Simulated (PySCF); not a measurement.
Computed IR spectrum (relative IR intensity) of a molecule C2H4ClFSi2. The structure is a stationary point at B3LYP-D3(BJ)/def2-SVP. Other conformers were not sampled. Level of theory: B3LYP-D3(BJ)/def2-SVP in PySCF 2.14.0. Frequencies are harmonic and unscaled.

Lines under 2 % of the strongest are left out, and lines within 2 cm⁻¹ are merged.

```
ν (cm⁻¹)  relative intensity
--------  ------------------
249                      3.9
345                       14
409                      3.4
486                       11
559                       18
647                      9.0
717                      2.8
742                      6.4
750                      7.5
782                      100
807                       29
825                       13
903                       48
933                       24
2150                      12
2221                      17
2227                      25
2245                      47
3455                      17
```

Problem. Which molecule gave these data?
(A) F[Si@@H]1[SiH2]C=C1Cl
(B) F[SiH2]C#C[SiH2]Cl
(C) FC1=C(Cl)[SiH2][SiH2]1
(D) C#C[SiH2][Si@H](F)Cl

Solution. D, C#C[SiH2][Si@H](F)Cl
